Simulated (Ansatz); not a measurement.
Saddle point of Si$_{4}$NH$_{13}$O, closed shell (Si₄H₁₀O ([OH][Si]([SiH3])([SiH3])[SiH3]) + NH₃ → Si₃NH₉O ([NH2][Si]([OH])([SiH3])[SiH3]) + SiH₄; bonds formed: Si1–N7, Si2–H6; bonds broken: Si1–Si2, H6–N7), PBE0-D4/def2-TZVP structure:

```
19
angstrom
Si -0.2621 0.0566 -0.5547
Si 0.9706 -1.8846 1.4857
Si -0.9841 1.5875 -2.2033
Si -1.3713 0.4553 1.4444
O -0.2431 -1.3405 -1.4147
H 1.7808 0.2161 0.5271
N 1.5094 0.7360 -0.3379
H 0.3363 -3.0780 0.7914
H 2.4028 -2.3560 1.5614
H 0.4809 -2.0546 2.8936
H -0.2407 1.5071 -3.4938
H -0.7915 2.9718 -1.6706
H -2.4343 1.4021 -2.4730
H -0.3817 1.1424 2.3197
H -1.8697 -0.7985 2.0579
H -2.5389 1.3790 1.2709
H -0.0587 -2.1125 -0.8563
H 2.1107 0.4224 -1.0965
H 1.5845 1.7484 -0.2517
```

Energies are electronic, without zero-point energy. Barriers and step energies count from the start structure reached by relaxing down the imaginary mode; all methods use the PBE0-D4 structures, on which another method's saddle can fall below an end. Program: Ansatz 0.2.0. Basis: def2-TZVPP, with def2-QZVPP for the basis limit. Cores are frozen in the correlated methods. B3LYP uses VWN-RPA correlation. Extrapolation: Hartree–Fock as exp(−7.88 √X), correlation as X^−2.97.

```tsv
method	barrier (kcal/mol)	step energy (kcal/mol)
SPW92	24.26	-4.24
PBE-D4	29.84	-4.28
BLYP-D4	33.17	-8.18
r2SCAN-D4	?	-7.26
B97M-V	?	-6.93
PBE0-D4	32.58	-5.57
B3LYP-D4	35.29	-9.17
r2SCAN0-D4	34.74	-7.88
BHLYP-D4	38.77	-10.48
CAM-B3LYP-D4	36.96	-11.24
wB97X-V	38.26	-8.94
wB97M-V	35.36	-8.93
B2PLYP	36.70	-11.29
PBE-QIDH	35.36	-8.06
RPA on PBE	37.26	-9.68
HF	46.40	-16.87
MP2	?	-9.79
CCSD	38.78	-10.36
CCSD(T)	36.86	-9.18
```

Fill in the withheld barriers. (An estimate is asked for; the value comes from the calculation.)

Computed: MP2 36.92; B97M-V 35.05; r2SCAN-D4 33.34 kcal/mol. Each is the energy of the saddle less that of the start structure, by the same method.

For comparison, the barrier by CCSD(T) at an estimated basis limit (MP2 extrapolated from triple and quadruple zeta, plus CCSD(T) − MP2 in triple zeta) is 36.87 kcal/mol.

No T1 diagnostic of these runs exceeds 0.015.

Labels in which every atom is bracketed show which atoms are joined, not bond orders.

For scale, one of the runs: CCSD(T)/def2-TZVPP, 412 basis functions, launched by `ansatz run in.yaml --threads 4 --pin off --events-out ev --progress --plain --max-ram 41984MiB --backend cuda --devices 0, --max-vram 37GiB`. Hardware: 4 CPU threads of an AMD EPYC 7R13 and a share of one NVIDIA H100, shared host. Wall time 19 s; peak host memory 0.91 GiB.
